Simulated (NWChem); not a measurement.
System: C2H3ClF2Si; SMILES C=C(F)[Si@@H](F)Cl

NWChem input:

```
start job
memory heap 200 mb stack 900 mb global 1100 mb
geometry units angstroms noautoz
  C     -0.659502    -2.112755     0.822656
  C      0.126809    -1.339992     0.075830
  F      1.339306    -1.762194    -0.316318
  Si    -0.333507     0.370366    -0.522641
  F     -1.824814     0.651334     0.039242
  Cl     0.943172     1.766428     0.262923
  H     -1.641691    -1.746814     1.126266
  H     -0.339654    -3.109027     1.141367
  H     -0.337441     0.505757    -1.995667
end
basis spherical
  * library 6-31g*
end
dft
  xc bhlyp
  iterations 150
  mulliken
end
task dft energy
```

All runs use the structure optimised with PBE0/def2-SVP.

Question: Predict the main results of this run. (BHandHLYP/6-31G* (spherical d).) Quantities: energy (Ha); highest occupied level (eV); orbital gap (eV); dipole (D).

Answer: 
- energy (Ha) = -1027.32
- highest occupied level (eV) = -9.07
- orbital gap (eV) = 9.56
- dipole (D) = 1.69
